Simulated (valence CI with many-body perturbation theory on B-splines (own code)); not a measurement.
**Ir⁶²⁺: key properties**

Level of theory: valence CI with perturbative core correlation (CI+MBPT): five valence electrons over a frozen Dirac-Fock core [Ne], a basis of 11 s, 11 p, 10 d, 8 f, 5 g, 2 h functions for each j, with the one-electron correlation potential Σ1 (screened to all orders), the two-electron term Σ2, the three-electron term Σ3, Breit, model QED; selected single and double excitations, second order for the rest, scaled by the run's own slope (own B-spline code, finite nucleus).

The last digits are not significant, and no measured levels were compared; by estimate large intervals hold to a few tenths of a per cent, small ones and those within an open d or f shell to about a per cent. Among the levels kept, up to 3100 cm⁻¹ of a level comes from second order outside the variational space, and about a tenth of that is noise between levels of different J, which matters for small intervals.

Levels are named by their leading jj configuration (3d3/2^4 stands for four electrons in 3d with j = 3/2), which in mixed levels can hold well under half, so a name can repeat and another be missing.

Rates and lifetimes use the calculated energies. Strong lines usually hold to 10 to 20 %, long lifetimes can be off by a factor of two.

Task: What is the ground level?

Result: (3s^2 3p1/2^2 3p3/2) J=3/2, composition 48 % 3s²3p³ ²P° + 27 % 3s²3p³ ²D° + 24 % 3s²3p³ ⁴S°, g = 1.337.

Task: Name the longest-lived excited levels whose lifetime is computed, and their main decay.

Result: (3s^2 3p1/2 3p3/2 3d5/2) J=9/2 at 6177.8 × 10³ cm⁻¹ lives 76.0 ns, mostly by E2 to (3s^2 3p1/2^2 3d5/2) J=5/2; (3s^2 3p1/2 3p3/2^2) J=5/2 at 3450.4 × 10³ cm⁻¹ lives 3.45 ns, mostly by E1 to (3s^2 3p1/2^2 3d3/2) J=3/2; (3s^2 3p1/2 3p3/2^2) J=1/2 at 3581.2 × 10³ cm⁻¹ lives 2.48 ns, mostly by M1 to (3s^2 3p1/2^2 3p3/2) J=3/2.

Task: How well does LS coupling describe the low levels?

Result: Among the lowest 20 levels the leading LS term, summed over configurations, holds 54 % on average. For single configurations the figures are 52 % in LS and 94 % in jj coupling. Terms mix most in the J = 3/2 level at 5310.1 × 10³ cm⁻¹, where the leading one holds 32 %.

Task: Among levels below 12557 × 10³ cm⁻¹, which E1 lines absorb most strongly from the ground level?

Result: to (3s^2 3p1/2 3p3/2 3d3/2) J=3/2 at 1.744 nm, f = 0.378; to (3s^2 3p1/2 3p3/2 3d3/2) J=5/2 at 1.774 nm, f = 0.302; to (3s^2 3p1/2 3p3/2 3d3/2) J=1/2 at 1.746 nm, f = 0.132.

Task: What is the ionisation energy?

Result: 6711.2 eV; NIST lists 6708 ± 15 eV (theoretical).
